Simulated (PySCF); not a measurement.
**Computed structure and properties of Pb(NH2)2**

System: Pb(NH2)2 (singlet); start: displaced along the imaginary mode (C2). Method: PySCF 2.14.0, RKS PBE0, Pb def2-SVP with ECP60, N def2-SVP, H def2-SVP; non-relativistic Hamiltonian with scalar-relativistic core potentials where named; density fitting; no spin-orbit coupling.

Input of the relaxation:

```python
mol = gto.M(atom='''
Pb     0.00000    -0.00000    -0.19618
N      1.73259    -0.00372     1.19367
H      1.49231    -0.69033     1.95985
H      1.85213     0.91672     1.69665
N     -1.73259     0.00372     1.19367
H     -1.49231     0.69033     1.95985
H     -1.85213    -0.91672     1.69665''',
    basis={'Pb': 'def2-SVP', 'N': 'def2-SVP', 'H': 'def2-SVP'},
    ecp={'Pb': 'def2-SVP'},
    charge=0, spin=0)
mf = dft.RKS(mol, xc='PBE0')
mf.grids.atom_grid = (50, 194)
mf = mf.density_fit()  # fitting sets: Pb def2-universal-JKFIT, N def2-universal-JKFIT, H def2-universal-JKFIT
mf.conv_tol = 1e-08; mf.max_cycle = 55
mf.kernel(dm0)  # dm0: converged density of the start geometry
# quasi-Newton relaxation in Cartesian coordinates to a largest gradient under 0.00045 Eh/bohr, steps kept in the point group
```

Run from Python with OMP_NUM_THREADS=2; the lines above give its settings. Where DIIS fails, smearing, a level shift and second-order steps follow.
It took 78 s on 2 threads of Arm Neoverse V1, on a shared host, from the converged density of the start.

Course of the relaxation:

```json
{"step": "0", "energy above end (eV)": "0.8136", "largest force component within the symmetry (eV/Å)": "1.296"}
{"step": "1", "energy above end (eV)": "0.6645", "largest force component within the symmetry (eV/Å)": "0.340"}
{"step": "2", "energy above end (eV)": "0.5673", "largest force component within the symmetry (eV/Å)": "1.303"}
{"step": "3", "energy above end (eV)": "0.4718", "largest force component within the symmetry (eV/Å)": "1.307"}
{"step": "4", "energy above end (eV)": "0.3270", "largest force component within the symmetry (eV/Å)": "0.454"}
{"step": "5", "energy above end (eV)": "0.2678", "largest force component within the symmetry (eV/Å)": "0.740"}
{"step": "6", "energy above end (eV)": "0.2173", "largest force component within the symmetry (eV/Å)": "0.758"}
{"step": "7", "energy above end (eV)": "0.1675", "largest force component within the symmetry (eV/Å)": "0.721"}
{"step": "15", "energy above end (eV)": "0.0009", "largest force component within the symmetry (eV/Å)": "0.090"}
{"step": "16", "energy above end (eV)": "0.0005", "largest force component within the symmetry (eV/Å)": "0.016"}
{"step": "17", "energy above end (eV)": "0.0004", "largest force component within the symmetry (eV/Å)": "0.009"}
{"step": "18", "energy above end (eV)": "0.0002", "largest force component within the symmetry (eV/Å)": "0.016"}
{"step": "19", "energy above end (eV)": "0.0000", "largest force component within the symmetry (eV/Å)": "0.016"}
{"step": "20", "energy above end (eV)": "0.0000", "largest force component within the symmetry (eV/Å)": "0.005"}
```
(The steps between are left out.)

Relaxed geometry (C2, nearly planar):

```xyz
7

Pb    0.0000    0.0000   -0.1240
N     1.5347    0.2267    1.3481
H     1.3764    0.2946    2.3490
H     2.4815    0.5100    1.1170
N    -1.5347   -0.2267    1.3481
H    -1.3764   -0.2946    2.3490
H    -2.4815   -0.5100    1.1170
```

```json
{"contact": "Pb1–N2 (NH2)", "Å": "2.139"}
{"contact": "Pb1–N5 (NH2)", "Å": "2.139"}
```

On the finer grid (75, 302):

| Quantity | Value |
| --- | --- |
| HOMO | -5.94 eV |
| LUMO | -1.03 eV |
| Dipole about the centre of mass | 0.23 D |
| Set of Mulliken populations of Pb1 outside the core potential | s 3.87, p 7.45, d 10.11 |
| D3(BJ) dispersion energy (not in the energies) | -0.108 eV |

```json
{"atom": "Pb1", "Mulliken (e)": "0.58", "Löwdin (e)": "0.41", "spin (e)": "0.00"}
{"atom": "N2", "Mulliken (e)": "-0.53", "Löwdin (e)": "-0.30", "spin (e)": "0.00"}
{"atom": "H3", "Mulliken (e)": "0.12", "Löwdin (e)": "0.05", "spin (e)": "0.00"}
{"atom": "H4", "Mulliken (e)": "0.12", "Löwdin (e)": "0.05", "spin (e)": "0.00"}
{"atom": "N5", "Mulliken (e)": "-0.53", "Löwdin (e)": "-0.30", "spin (e)": "0.00"}
{"atom": "H6", "Mulliken (e)": "0.12", "Löwdin (e)": "0.05", "spin (e)": "0.00"}
{"atom": "H7", "Mulliken (e)": "0.12", "Löwdin (e)": "0.05", "spin (e)": "0.00"}
```

On the grid (50, 194), as all that follows. Harmonic modes: a minimum; lowest 73 cm⁻¹ (negative: unstable), highest 3702 cm⁻¹, zero-point energy 1.302 eV.

Taking off one NH2 (charge -1, singlet; the rest: singlet) in vacuum, both parts rigid, costs 10.26 eV; the small basis without counterpoise inflates it. Most of it is the attraction of opposite charges; other ways to part are cheaper, and one spin state was tried for the rest.

Rigid scan of NH2 along the line from its metal:

| distance to N2 (Å) | energy (eV) |
| --- | --- |
| 1.84 | 1.144 |
| 1.94 | 0.434 |
| 2.04 | 0.093 |
| 2.14 | 0.000 |
| 2.24 | 0.071 |
| 2.34 | 0.247 |
| 2.54 | 0.769 |
| 2.84 | 1.664 |
| 3.24 | 2.720 |
| 3.74 | 3.623 |

One start shape was tried, so this needn't be the lowest isomer.
